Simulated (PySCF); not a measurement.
# Computed records: CH8AlGeN, C2H10GeSi, C2H8GeSi, CH7GeSi and others

All values are calculated (PySCF 2.14.0). Calculation on a computer-drawn molecule: the log of a Hartree-Fock and frozen-core CCSD(T) single point meant for a local Hartree-Fock minimum, with one planted fault or none, to be diagnosed. Offsets are logged minus clean, where the clean run is the same molecule without the fault. The reference is restricted for singlets and unrestricted otherwise, and also for a bond in bohr or an excited solution. Adding or removing an electron swaps singlet and doublet. The excited solution moves the top pair (singlet) or top alpha electron (doublet) to the lowest empty orbital. Highest occupied and lowest empty are orbital energies over both spins, largest force is the largest gradient component, triples share is (T) over the correlation energy, the T1 limit is 0.02 restricted and 0.045 unrestricted, electrons count all cores, a negative frequency is imaginary (commonest isotopes), and the dipole is about the centre of nuclear charge; on germanium a core potential holds 10 electrons, which the energies leave out, and 3d is frozen in MP2 and coupled-cluster steps.

Common to all runs: meant multiplicity 1; meant basis cc-pV(D+d)Z; meant basis and core potential on germanium cc-pVDZ-PP ECP10MDF; logged SCF converged yes; logged SCF stable within its kind yes; possible faults no fault, one electron removed, one electron added, multiplicity raised by two, geometry at a saddle point, SCF held on an excited solution, minimal basis STO-3G, one bond length entered in bohr, all coordinates scaled.

```json
{"entry": 1, "formula": "CH8AlGeN", "logged_structure": {"atoms_angstrom": [["C", -1.4722, 0.8535, 0.7299], ["N", -0.3887, 1.5639, 0.0441], ["Al", -0.2628, 1.5837, -1.7313], ["Ge", 1.8469, 3.1632, 2.2081], ["H", -2.0828, 1.5293, 1.3387], ["H", -1.0911, 0.068, 1.3919], ["H", -2.141, 0.3735, 0.012], ["H", -1.3566, 0.8108, -2.5683], ["H", 0.9292, 2.3674, -2.4037], ["H", 2.919, 3.8633, 1.3737], ["H", 2.4917, 2.1284, 3.1421], ["H", 1.0903, 4.1862, 3.0683]]}, "given": {"meant_charge": 0, "logged_electrons": 66, "logged_basis_functions": 114, "logged_spin_squared": 1.0116, "logged_highest_occupied [eV]": -8.0883, "logged_lowest_empty [eV]": 0.43547, "logged_largest_force [hartree/bohr]": 0.033248, "logged_CC_converged": "no", "logged_dipole_magnitude [debye]": 2.0123, "logged_energy_HF [hartree]": -632.17787, "drawn_bonds_atom": [1, 2, 2, 1, 1, 1, 3, 3, 4, 4, 4], "drawn_bonds_other_atom": [2, 3, 4, 5, 6, 7, 8, 9, 10, 11, 12], "drawn_bonds_order": [1, 1, 1, 1, 1, 1, 1, 1, 1, 1, 1]}, "results": {"planted_fault": "one bond length entered in bohr, row 3 of the drawn bonds", "HF_energy_offset_from_clean_run [kcal/mol]": 67.66}, "notes": ["CCSD not converged"]}
{"entry": 2, "formula": "CH8AlGeN", "logged_structure": {"atoms_angstrom": [["C", -1.4722, 0.8535, 0.7299], ["N", -0.3887, 1.5639, 0.0441], ["Al", -0.2628, 1.5837, -1.7313], ["Ge", 0.7944, 2.4102, 1.1892], ["H", -2.0828, 1.5293, 1.3387], ["H", -1.0911, 0.068, 1.3919], ["H", -2.141, 0.3735, 0.012], ["H", -1.3566, 0.8108, -2.5683], ["H", 0.9292, 2.3674, -2.4037], ["H", 1.8664, 3.1103, 0.3548], ["H", 1.4392, 1.3754, 2.1233], ["H", 0.0378, 3.4332, 2.0495]]}, "given": {"meant_charge": 0, "logged_electrons": 67, "logged_basis_functions": 114, "logged_spin_squared": 0.7659, "logged_highest_occupied [eV]": 0.96835, "logged_lowest_empty [eV]": 7.6636, "logged_largest_force [hartree/bohr]": 0.050826, "logged_T1_diagnostic": 0.01354, "logged_D1_diagnostic": 0.048585, "logged_triples_share": 0.027929, "logged_CC_converged": "yes", "logged_dipole_magnitude [debye]": 9.5175, "logged_energy_HF [hartree]": -632.23209, "logged_energy_CCSD(T) [hartree]": -632.80682, "drawn_bonds_atom": [1, 2, 2, 1, 1, 1, 3, 3, 4, 4, 4], "drawn_bonds_other_atom": [2, 3, 4, 5, 6, 7, 8, 9, 10, 11, 12], "drawn_bonds_order": [1, 1, 1, 1, 1, 1, 1, 1, 1, 1, 1]}, "results": {"planted_fault": "one electron added", "HF_energy_offset_from_clean_run [kcal/mol]": 33.64, "CCSD(T)_energy_offset_from_clean_run [kcal/mol]": 25.1}, "notes": ["highest electron not bound in this basis"]}
{"entry": 3, "formula": "C2H10GeSi", "logged_structure": {"atoms_angstrom": [["C", -1.0106, -0.1008, 0.0607], ["Si", -1.1223, -1.9709, 0.2334], ["C", 0.5749, -2.7869, 0.3185], ["Ge", 1.7284, -2.3361, 1.8493], ["H", -0.4461, 0.1774, -0.834], ["H", -2.0103, 0.334, -0.0249], ["H", -0.5197, 0.3545, 0.9249], ["H", -1.8647, -2.522, -0.9304], ["H", -1.891, -2.3111, 1.4587], ["H", 0.4357, -3.8735, 0.331], ["H", 1.1322, -2.5547, -0.5957], ["H", 2.0914, -0.8451, 1.8348], ["H", 1.0154, -2.6512, 3.1705], ["H", 3.0262, -3.1515, 1.7845]]}, "given": {"meant_charge": 0, "logged_electrons": 67, "logged_basis_functions": 124, "logged_spin_squared": 0.7626, "logged_highest_occupied [eV]": -15.89, "logged_lowest_empty [eV]": -8.7388, "logged_largest_force [hartree/bohr]": 0.13022, "logged_T1_diagnostic": 0.072985, "logged_D1_diagnostic": 0.51023, "logged_triples_share": 0.031186, "logged_CC_converged": "yes", "logged_dipole_magnitude [debye]": 8.1107, "logged_energy_HF [hartree]": -663.49951, "logged_energy_CCSD(T) [hartree]": -664.06658, "drawn_bonds_atom": [1, 2, 3, 1, 1, 1, 2, 2, 3, 3, 4, 4, 4], "drawn_bonds_other_atom": [2, 3, 4, 5, 6, 7, 8, 9, 10, 11, 12, 13, 14], "drawn_bonds_order": [1, 1, 1, 1, 1, 1, 1, 1, 1, 1, 1, 1, 1]}, "results": {"planted_fault": "one electron removed", "HF_energy_offset_from_clean_run [kcal/mol]": 238.9, "CCSD(T)_energy_offset_from_clean_run [kcal/mol]": 251.7}, "notes": ["T1 above single-reference limit"]}
{"entry": 4, "formula": "C2H8GeSi", "logged_structure": {"atoms_angstrom": [["C", 0.9038, 0.5245, 2.0096], ["Si", -0.6038, 0.1527, 0.9443], ["C", -0.9079, 1.4562, -0.3411], ["Ge", -2.3751, 2.4314, -0.4737], ["H", 0.7844, 1.4727, 2.5406], ["H", 1.8064, 0.593, 1.395], ["H", 1.0604, -0.2664, 2.7491], ["H", -0.395, -1.1749, 0.3062], ["H", -1.8109, 0.0562, 1.8067], ["H", -0.1415, 1.6538, -1.087], ["H", -2.586, 3.4916, -1.5451], ["H", -3.553, 2.2943, 0.4765]]}, "given": {"meant_charge": 0, "logged_electrons": 66, "logged_basis_functions": 114, "logged_spin_squared": 2.026, "logged_highest_occupied [eV]": -6.1626, "logged_lowest_empty [eV]": 0.39966, "logged_largest_force [hartree/bohr]": 0.099842, "logged_T1_diagnostic": 0.011823, "logged_D1_diagnostic": 0.045017, "logged_triples_share": 0.026153, "logged_CC_converged": "yes", "logged_dipole_magnitude [debye]": 1.6198, "logged_energy_HF [hartree]": -662.59989, "logged_energy_CCSD(T) [hartree]": -663.12451, "drawn_bonds_atom": [1, 2, 3, 1, 1, 1, 2, 2, 3, 4, 4], "drawn_bonds_other_atom": [2, 3, 4, 5, 6, 7, 8, 9, 10, 11, 12], "drawn_bonds_order": [1, 1, 2, 1, 1, 1, 1, 1, 1, 1, 1]}, "results": {"planted_fault": "multiplicity raised by two", "HF_energy_offset_from_clean_run [kcal/mol]": 38.1, "CCSD(T)_energy_offset_from_clean_run [kcal/mol]": 63.12}}
{"entry": 5, "formula": "CH7GeSi", "logged_structure": {"atoms_angstrom": [["C", -0.8572, 2.735, -0.3923], ["Si", 0.8819, 1.9946, -0.0344], ["Ge", 1.5151, 2.4477, 2.4014], ["H", -0.8737, 3.8536, -0.2435], ["H", -1.6529, 2.2622, 0.2537], ["H", -1.1155, 2.5239, -1.473], ["H", 2.0559, 2.6592, -0.74], ["H", 0.9838, 0.4755, -0.0515], ["H", 2.8854, 1.9947, 3.0338], ["H", 0.6349, 3.193, 3.4755]]}, "given": {"meant_charge": 1, "logged_electrons": 58, "logged_basis_functions": 95, "logged_spin_squared": 0.0, "logged_highest_occupied [eV]": -16.191, "logged_lowest_empty [eV]": -5.5416, "logged_largest_force [hartree/bohr]": 0.023993, "logged_T1_diagnostic": 0.011437, "logged_D1_diagnostic": 0.024319, "logged_triples_share": 0.0264, "logged_CC_converged": "yes", "logged_dipole_magnitude [debye]": 0.65998, "logged_energy_HF [hartree]": -623.98268, "logged_energy_CCSD(T) [hartree]": -624.37358, "drawn_bonds_atom": [1, 2, 1, 1, 1, 2, 2, 3, 3], "drawn_bonds_other_atom": [2, 3, 4, 5, 6, 7, 8, 9, 10], "drawn_bonds_order": [1, 1, 1, 1, 1, 1, 1, 1, 1]}, "results": {"planted_fault": "all coordinates scaled, by +3.4 %", "HF_energy_offset_from_clean_run [kcal/mol]": 5.356, "CCSD(T)_energy_offset_from_clean_run [kcal/mol]": 2.774}}
{"entry": 6, "formula": "CH10GeSi2", "logged_structure": {"atoms_angstrom": [["C", -2.5531, -1.8294, 0.1721], ["Si", -2.6369, -0.481, -1.1441], ["Ge", -0.4428, 0.2982, -1.7662], ["Si", 0.7613, 1.3061, 0.0604], ["H", -2.0734, -1.4622, 1.0831], ["H", -3.5581, -2.1715, 0.4334], ["H", -1.9846, -2.6911, -0.1874], ["H", -3.4189, 0.6749, -0.6365], ["H", -3.3214, -0.9973, -2.356], ["H", -0.5616, 1.3279, -2.9019], ["H", 0.3881, -0.8788, -2.3069], ["H", 0.0149, 2.4789, 0.5762], ["H", 0.9209, 0.329, 1.1651], ["H", 2.1058, 1.7504, -0.3776]]}, "given": {"meant_charge": 0, "logged_electrons": 76, "logged_basis_functions": 133, "logged_spin_squared": 0.0, "logged_highest_occupied [eV]": -9.9904, "logged_lowest_empty [eV]": 3.2676, "logged_largest_force [hartree/bohr]": 1.921e-05, "logged_lowest_frequency [cm^-1]": 37.701, "logged_T1_diagnostic": 0.011279, "logged_D1_diagnostic": 0.025159, "logged_triples_share": 0.026301, "logged_CC_converged": "yes", "logged_dipole_magnitude [debye]": 0.91404, "logged_energy_HF [hartree]": -914.95027, "logged_energy_CCSD(T) [hartree]": -915.49947, "drawn_bonds_atom": [1, 2, 3, 1, 1, 1, 2, 2, 3, 3, 4, 4, 4], "drawn_bonds_other_atom": [2, 3, 4, 5, 6, 7, 8, 9, 10, 11, 12, 13, 14], "drawn_bonds_order": [1, 1, 1, 1, 1, 1, 1, 1, 1, 1, 1, 1, 1]}, "results": {"planted_fault": "no fault", "HF_energy_offset_from_clean_run [kcal/mol]": 0.0, "CCSD(T)_energy_offset_from_clean_run [kcal/mol]": 0.0}}
{"entry": 7, "formula": "CH10GeSi2", "logged_structure": {"atoms_angstrom": [["C", -2.3386, -1.6758, 0.1576], ["Si", -2.4154, -0.4406, -1.048], ["Ge", -0.4056, 0.2732, -1.6179], ["Si", 0.6974, 1.1964, 0.0553], ["H", -1.8992, -1.3394, 0.9921], ["H", -3.2592, -1.9891, 0.397], ["H", -1.8179, -2.465, -0.1717], ["H", -3.1317, 0.6182, -0.583], ["H", -3.0424, -0.9136, -2.1581], ["H", -0.5144, 1.2163, -2.6582], ["H", 0.3555, -0.805, -2.1132], ["H", 0.0136, 2.2707, 0.5278], ["H", 0.8435, 0.3013, 1.0672], ["H", 1.9289, 1.6034, -0.3459]]}, "given": {"meant_charge": 0, "logged_electrons": 76, "logged_basis_functions": 133, "logged_spin_squared": 0.0, "logged_highest_occupied [eV]": -10.21, "logged_lowest_empty [eV]": 3.8232, "logged_largest_force [hartree/bohr]": 0.076426, "logged_T1_diagnostic": 0.010862, "logged_D1_diagnostic": 0.025479, "logged_triples_share": 0.024324, "logged_CC_converged": "yes", "logged_dipole_magnitude [debye]": 0.99445, "logged_energy_HF [hartree]": -914.85032, "logged_energy_CCSD(T) [hartree]": -915.39375, "drawn_bonds_atom": [1, 2, 3, 1, 1, 1, 2, 2, 3, 3, 4, 4, 4], "drawn_bonds_other_atom": [2, 3, 4, 5, 6, 7, 8, 9, 10, 11, 12, 13, 14], "drawn_bonds_order": [1, 1, 1, 1, 1, 1, 1, 1, 1, 1, 1, 1, 1]}, "results": {"planted_fault": "all coordinates scaled, by -8.4 %", "HF_energy_offset_from_clean_run [kcal/mol]": 62.72, "CCSD(T)_energy_offset_from_clean_run [kcal/mol]": 66.34}}
{"entry": 8, "formula": "CH6GeSi", "logged_structure": {"atoms_angstrom": [["C", 1.0423, -0.4732, -0.1302], ["Si", -0.3146, 0.4105, 0.8467], ["Ge", -2.3486, 1.008, -0.4473], ["H", 1.373, 0.1378, -0.9736], ["H", 0.6847, -1.4287, -0.5236], ["H", 2.676, -0.8563, 1.0758], ["H", -0.6745, -0.4135, 2.0318], ["H", 0.2063, 1.7082, 1.3673], ["H", -1.4812, 1.4792, -1.6888]]}, "given": {"meant_charge": 0, "logged_electrons": 58, "logged_basis_functions": 90, "logged_spin_squared": 1.067, "logged_highest_occupied [eV]": -8.6248, "logged_lowest_empty [eV]": 0.15586, "logged_largest_force [hartree/bohr]": 0.017878, "logged_T1_diagnostic": 0.080166, "logged_D1_diagnostic": 0.27892, "logged_triples_share": 0.037897, "logged_CC_converged": "yes", "logged_dipole_magnitude [debye]": 1.0036, "logged_energy_HF [hartree]": -623.52301, "logged_energy_CCSD(T) [hartree]": -623.91023, "drawn_bonds_atom": [1, 2, 1, 1, 1, 2, 2, 3], "drawn_bonds_other_atom": [2, 3, 4, 5, 6, 7, 8, 9], "drawn_bonds_order": [1, 1, 1, 1, 1, 1, 1, 1]}, "results": {"planted_fault": "one bond length entered in bohr, row 5 of the drawn bonds", "HF_energy_offset_from_clean_run [kcal/mol]": 76.69, "CCSD(T)_energy_offset_from_clean_run [kcal/mol]": 80.91}, "notes": ["T1 above single-reference limit"]}
```
